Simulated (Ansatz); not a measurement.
Relaxation of C2H8AlClSi (13 atoms, charge 0, multiplicity 1), to a largest force component of 0.02 eV/Å in at most 50 steps.

The calculation used RKS revPBE/def2-SVP in Ansatz 0.2.0.

```xyz
13
Properties=species:S:1:pos:R:3
C -1.501 -0.834 0.192
Si 0.122 -0.063 0.560
C 1.411 -1.015 -0.365
Al 0.242 2.203 -0.142
Cl -1.621 3.073 -1.100
H -2.332 -0.202 0.719
H -1.547 -1.847 0.509
H -1.700 -0.715 -0.918
H 0.381 -0.117 2.049
H 1.255 -0.960 -1.419
H 1.412 -2.076 -0.004
H 2.458 -0.572 -0.110
H 1.440 3.093 0.043
```

Q: Where does it end, and by what steps?

A: It converged. After 5 steps the energy has fallen by 0.547 eV; H13 moved furthest, 0.24 Å.

| step | energy less start (eV) | largest force component (eV/Å) | accepted |
| --- | --- | --- | --- |
| 0 | 0.0000 | 2.534 | yes |
| 1 | -0.4883 | 0.914 | yes |
| 2 | -0.5414 | 0.126 | yes |
| 3 | -0.5451 | 0.044 | yes |
| 4 | -0.5457 | 0.041 | yes |
| 5 | -0.5466 | 0.017 | yes |

```xyz
13
Properties=species:S:1:pos:R:3
C -1.592 -0.830 0.182
Si 0.121 -0.060 0.520
C 1.505 -1.069 -0.339
Al 0.201 2.325 -0.144
Cl -1.564 3.207 -0.989
H -2.392 -0.269 0.708
H -1.624 -1.884 0.529
H -1.829 -0.817 -0.902
H 0.376 -0.112 2.014
H 1.379 -1.073 -1.441
H 1.483 -2.123 0.010
H 2.509 -0.656 -0.109
H 1.448 3.325 -0.023
```

Whether the end is a true minimum wasn't checked by a vibrational analysis.

Run time: 20 s on 2 threads of Arm Neoverse V2 (shared host), peak memory 0.16 GiB.
